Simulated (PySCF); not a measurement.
Radial density of Tc⁺ (technetium, charge +1)

UHF, [Kr] 4d5 5s1, high-spin 7S determinant. Computed with PySCF 2.14 in x2c-SVPall (6s5p5d1f, 53 functions), with the spin-free X2C one-electron Hamiltonian (Gaussian nucleus).

| r (bohr) | 4πr²ρ (e/bohr) | 4πr²(ρα − ρβ) |
| --- | --- | --- |
| 0.0303 | 52.65 | -0.0004 |
| 0.0510 | 46.14 | -0.0008 |
| 0.0858 | 63.48 | 0.0657 |
| 0.144 | 57.82 | 0.3470 |
| 0.243 | 44.61 | 0.7572 |
| 0.408 | 45.54 | 0.2183 |
| 0.687 | 13.45 | 0.7229 |
| 1.15 | 11.89 | 3.3445 |
| 1.94 | 3.535 | 2.3567 |
| 3.27 | 0.6495 | 0.6420 |
| 5.50 | 0.04463 | 0.0445 |

Densities and radii are taken from the X2C orbitals without a picture-change correction, which distorts them close to the nucleus.
